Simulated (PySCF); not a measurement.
Input of a run (PBE0-D3(BJ)/def2-SVP geometry optimisation, gas phase (PySCF 2.14.0)), started from GFN2-xTB:
```
{"job": {"xc": "PBE0", "basis": "def2-SVP", "d3": "d3bj", "grid": 1, "kind": "geom"}, "charge": 0, "multiplicity": 2}
F     -1.756900    -0.314440     1.732250
C     -2.046640     0.109850     0.492580
F     -3.344010    -0.174700     0.290630
F     -1.947710     1.445730     0.513490
C     -1.157650    -0.522020    -0.569270
C      0.257320    -0.073260    -0.433570
C      0.938580     0.746630    -1.256110
O      2.204620     0.958690    -0.857430
C      2.409080     0.235620     0.273040
C      1.173200    -0.473490     0.693850
H     -1.241870    -1.606480    -0.453630
H     -1.557670    -0.229200    -1.541540
H      0.632280     1.234330    -2.162210
H      3.317110     0.398850     0.811390
H      0.803680    -0.153190     1.681240
H      1.301390    -1.565030     0.762470
```

Output (energies in Eh, forces in Eh/bohr):
```
step   0  E = -605.86661764  max force = 0.012872
step   1  E = -605.86812929  max force = 0.004488
step   2  E = -605.86832102  max force = 0.002239
step   3  E = -605.86839547  max force = 0.001723
step   4  E = -605.86843810  max force = 0.001480
step   5  E = -605.86846929  max force = 0.001502
step   6  E = -605.86848735  max force = 0.001287
step   7  E = -605.86849014  max force = 0.000468
step   8  E = -605.86849320  max force = 0.000515
step   9  E = -605.86849680  max force = 0.000476
step  10  E = -605.86850067  max force = 0.000430
optimisation converged
```

Question: Summarise the run.

Answer: The energy falls by 4.9 kJ/mol over 11 energy and gradient evaluations, the largest force component goes from 0.0129 to 4.3e-04 Eh/bohr, and the atoms move by 0.080 Å rms after alignment. The bond that changes most is C9–H14 (ends: carbon bonded to C, O and H; hydrogen on carbon), which lengthens by 0.020 Å. Bonds longer at the end by more than 0.005 Å: 8 of 16; shorter: 4. Among the angles that change most is C2–C5–C6, from 111.5° to 114.0°. The energy never rose by more than 1e-6 Eh on the way. The first step brought 80 % of the lowering.

Question: What are the final bond lengths?

Answer: F1–C2 1.339 Å, C2–F3 1.337 Å, C2–F4 1.334 Å, C2–C5 1.512 Å, C5–C6 1.488 Å, C6=C7 1.341 Å, C7–O8 1.356 Å, O8–C9 1.369 Å, C9–C10 1.490 Å, C6–C10 1.509 Å, C5–H11 1.103 Å, C5–H12 1.100 Å, C7–H13 1.090 Å, C9–H14 1.088 Å, C10–H15 1.110 Å, C10–H16 1.111 Å. Numbering counts from 1 in the input's order; the species is `FC(F)(F)CC1=CO[CH]C1` [radical].

The run used 170 basis functions and 79 SCF cycles in all. On one thread of an Arm Neoverse V1, shared host, this took 4.3 min wall.

Stationary, but not proved a minimum. ⟨S²⟩ = 0.757 (exact for a doublet: 0.75).

The values belong to the conformer `[F:1][C:2]([F:3])([F:4])[CH2:5][C:6]1=[CH:7][O:8][CH:9][CH2:10]1`: F1–C2–C5–C6 -61°, C2–C5–C6–C7 -115°.
